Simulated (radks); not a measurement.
Values are calculated unless marked as measured or tabulated.
Tm4+, 65 electrons, occupied as [Xe] 4f11 (the NIST ground configuration). Code: a radial shooting solver on a logarithmic mesh with Libxc functionals. Model: Dirac Kohn-Sham, PBE, spin-unpolarised, spherical densities, finite nucleus; open shells fill j = l - 1/2 first; Fermi nuclear charge, rms radius 5.2256 fm. Some entries of the table are withheld. Estimate them.

| orbital | occ. | eigenvalue (Ry) | <r^2> (bohr^2) |
|---|---|---|---|
| 1s1/2 | 2 | -4355.326 | 0.0005486 |
| 2s1/2 | 2 | -737.8052 | 0.008458 |
| 2p1/2 | 2 | -703.4999 | 0.006090 |
| 2p3/2 | 4 | -631.4680 | 0.007306 |
| 3s1/2 | 2 | -169.0750 | 0.05572 |
| 3p1/2 | 2 | -153.9615 | 0.05149 |
| 3p3/2 | 4 | -138.7547 | 0.05828 |
| 3d3/2 | 4 | -112.9396 | 0.04579 |
| 3d5/2 | 6 | -109.6174 | 0.04767 |
| 4s1/2 | 2 | -36.61127 | 0.2789 |
| 4p1/2 | 2 | -30.52440 | (1) |
| 4p3/2 | 4 | -27.07065 | (2) |
| 4d3/2 | 4 | -17.04106 | 0.3659 |
| 4d5/2 | 6 | -16.40860 | 0.3802 |
| 5s1/2 | 2 | -7.43859 | 1.570 |
| 5p1/2 | 2 | (3) | (4) |
| 5p3/2 | 4 | (5) | (6) |
| 4f5/2 | 6 | -4.20987 | 0.6350 |
| 4f7/2 | 5 | -4.11079 | 0.6542 |
| 5d3/2 | 0 | -2.84642 | 3.854 |
| 5d5/2 | 0 | -2.79312 | 3.995 |
| 6s1/2 | 0 | (7) | 7.986 |

Answer. 
(1) 4p1/2 <r^2> (bohr^2): 0.2904
(2) 4p3/2 <r^2> (bohr^2): 0.3274
(3) 5p1/2 eigenvalue (Ry): -5.68461
(4) 5p1/2 <r^2> (bohr^2): 1.912
(5) 5p3/2 eigenvalue (Ry): -5.18252
(6) 5p3/2 <r^2> (bohr^2): 2.174
(7) 6s1/2 eigenvalue (Ry): -2.49458
